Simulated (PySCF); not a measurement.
PySCF input (M06-2X/6-31G* (5d)):

```python
from pyscf import gto, dft

mol = gto.M(
    atom='''
    C    -2.67209312   -0.62425138   -0.35154875
    C    -1.45613813    0.05459379    0.27227649
    C    -0.18697092   -0.15340598   -0.55158460
    C     1.05179778    0.51320877    0.05915452
    C     2.25579131    0.37315127   -0.79546095
    O     1.25394354   -0.09781658    1.34215466
    H    -2.51958755   -1.70309509   -0.43384093
    H    -3.56953010   -0.46101952    0.24806397
    H    -2.86856991   -0.24140437   -1.35629713
    H    -1.29158716   -0.32639311    1.28134334
    H    -1.64531925    1.12856804    0.37275820
    H    -0.32940499    0.24580255   -1.55999327
    H     0.02248249   -1.22205192   -0.65742579
    H     0.82505537    1.58108977    0.19561170
    H     2.51443957    1.12859476   -1.52456288
    H     2.79440729   -0.56579235   -0.80240885
    H     2.08174420    0.23845490    1.70249391
    ''',
    basis='6-31g*',
    charge=0,
    spin=1,
    verbose=4,
)

mf = dft.UKS(mol, xc='m062x')
mf.grids.level = 4
mf.conv_tol = 1e-9
mf.max_cycle = 100
mf.max_memory = 1500
mf.kernel()
if not mf.converged:
    mf = mf.newton()
    mf.kernel(mf.make_rdm1())
mo, _, stable, _ = mf.stability(return_status=True)
if not stable:
    mf.kernel(mf.make_rdm1(mo, mf.mo_occ))
    stable = mf.stability(return_status=True)[2]
mf.dip_moment()
```

From the output:

```
  HOMO = -0.261200542921  LUMO = -0.00144631043255  gap/eV = 7.06827
cycle= 6 E= -272.162597318118  delta_E= -2.61e-05  |g|= 0.00178  |ddm|= 0.00907
  alpha nocc = 25  HOMO = -0.261872946539089  LUMO = 0.131864707648596
  beta  nocc = 24  HOMO = -0.338002094599025  LUMO = -0.00137983196800384
  HOMO = -0.261872946539  LUMO = -0.001379831968  gap/eV = 7.08838
cycle= 7 E= -272.162600755648  delta_E= -3.44e-06  |g|= 0.000749  |ddm|= 0.00401
  alpha nocc = 25  HOMO = -0.26173026517937  LUMO = 0.13189861255993
  beta  nocc = 24  HOMO = -0.337912293260346  LUMO = -0.00111389087069735
  HOMO = -0.261730265179  LUMO = -0.0011138908707  gap/eV = 7.09173
cycle= 8 E= -272.162601151636  delta_E= -3.96e-07  |g|= 0.000155  |ddm|= 0.00101
  alpha nocc = 25  HOMO = -0.261765496902014  LUMO = 0.131895490000479
  beta  nocc = 24  HOMO = -0.337931604125602  LUMO = -0.00113316037940914
  HOMO = -0.261765496902  LUMO = -0.00113316037941  gap/eV = 7.09217
cycle= 9 E= -272.162601174765  delta_E= -2.31e-08  |g|= 5.18e-05  |ddm|= 0.000322
  alpha nocc = 25  HOMO = -0.261768840445745  LUMO = 0.131894564504264
  beta  nocc = 24  HOMO = -0.337930656253635  LUMO = -0.00113960621483278
  HOMO = -0.261768840446  LUMO = -0.00113960621483  gap/eV = 7.09208
cycle= 10 E= -272.162601176769  delta_E= -2e-09  |g|= 2.18e-05  |ddm|= 7.83e-05
  alpha nocc = 25  HOMO = -0.261764906722858  LUMO = 0.131895316559353
  beta  nocc = 24  HOMO = -0.337929428662915  LUMO = -0.00113834028625304
  HOMO = -0.261764906723  LUMO = -0.00113834028625  gap/eV = 7.09201
cycle= 11 E= -272.162601177177  delta_E= -4.09e-10  |g|= 6.27e-06  |ddm|= 3.67e-05
  alpha nocc = 25  HOMO = -0.261765529127599  LUMO = 0.131895006069661
  beta  nocc = 24  HOMO = -0.337929321247066  LUMO = -0.00113933143337874
  HOMO = -0.261765529128  LUMO = -0.00113933143338  gap/eV = 7.09200
Extra cycle  E= -272.162601177203  delta_E= -2.61e-11  |g|= 4.73e-06  |ddm|= 1.24e-05
converged SCF energy = -272.162601177203  <S^2> = 0.75496286  2S+1 = 2.0049567
uhf_internal: lowest eigs of H = [0.37913842 0.46186336 0.50883238]
<class 'pyscf.dft.uks.UKS'> wavefunction is stable in the internal stability analysis
Dipole moment(X, Y, Z, Debye):  0.96348,  0.92884, -0.63840
```

The geometry given is a B3LYP-D3(BJ)/def2-TZVP minimum.
